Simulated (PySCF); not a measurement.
SMILES C=Cc1ccc(C(=O)O)s1, singlet, GFN2-xTB optimised geometry. Atoms within 1.6 Å of the plane z = 1.5 Å (x, y, z in Å): C1 (-2.29, -2.75, 0.01), C2 (-0.96, -2.79, 0.00), C3 (-0.11, -1.63, 0.00), C4 (1.27, -1.63, 0.00), C5 (1.83, -0.35, 0.00), C6 (0.87, 0.64, 0.00), C7 (1.10, 2.08, 0.00), O8 (2.19, 2.59, 0.00), O9 (-0.04, 2.79, 0.00), S10 (-0.73, -0.01, 0.00), H11 (-2.88, -3.65, 0.01), H12 (-2.83, -1.82, 0.01), H13 (-0.44, -3.73, 0.00), H14 (1.86, -2.53, 0.00), H15 (2.88, -0.13, 0.00), H16 (0.16, 3.73, 0.00).

Level of theory: CAM-B3LYP/def2-TZVP (PySCF).

Map of the electron localisation function on the plane z = 1.5 Å:

```
|                             |
|                             |
|                             |
|                             |
|                             |
|                             |
|            ...    ..        |
|            :=-.  .::.       |
|            :=-.  .::.       |
|                 .....       |
|                             |
|          ..    ..           |
|         :*#*-.:--.          |
|         =%@@*:.-==.         |
|         =%@@#: .-=-..       |
|         .+%%+.  .-:..       |
|           :-:   .-:.        |
|            ...::--:         |
|       ..    .-===-.         |
|       .:--....:--:.         |
|       .=*#+:.  ....         |
|       :=*%*-.               |
|       .:=+=:.               |
|       .......               |
|                             |
|                             |
|                             |
|                             |
|                             |
```
Scale: ten equal steps from 0.000 (start of ' ') to 0.825 (end of '@'), in the order ' .:-=+*#%@'; x runs from -6.00 to 6.00, y from -6.00 (bottom) to 6.00 (top).
